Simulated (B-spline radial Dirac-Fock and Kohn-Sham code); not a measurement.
Hf⁴⁸⁺: eigenvalues, ΔSCF and the reference

System: hafnium as Hf⁴⁸⁺, configuration [Ar] 3d6.

The density-functional columns are spherical, spin-unpolarised Dirac-Kohn-Sham results without Breit or QED terms: −ε is minus the orbital energy of the initial state and ΔSCF the difference of two total energies. The reference in the last column comes from multi-electron Dirac-Fock with separately optimised hole states, Breit and Lamb-shift corrections added in first order. All numbers are from a radial finite-basis atomic code, in eV; a selection of levels is shown. The Kohn-Sham columns are given as differences from the reference. For the 1s level of heavy atoms much of the gap between ΔSCF and the reference is the Breit and QED part, -319.4 eV here; for other levels the error of the functional can be larger.

```csv
level,LDA −ε − DF,LDA ΔSCF − DF,Dirac-Fock
1s,-267.8,+308.1,68223.8
2s,-182.7,-47.4,14081.7
2p1/2,-137.4,+27.1,13561.7
2p3/2,-148.4,-1.1,12371.5
3s,-90.4,-33.0,5131.1
3p1/2,-67.0,-6.4,4910.6
3p3/2,-67.9,-10.9,4626.8
3d,-61.9,+3.0,4270.6
```

Values without a named source are computed, but for edge energies of neutral atoms, which are taken from tables.
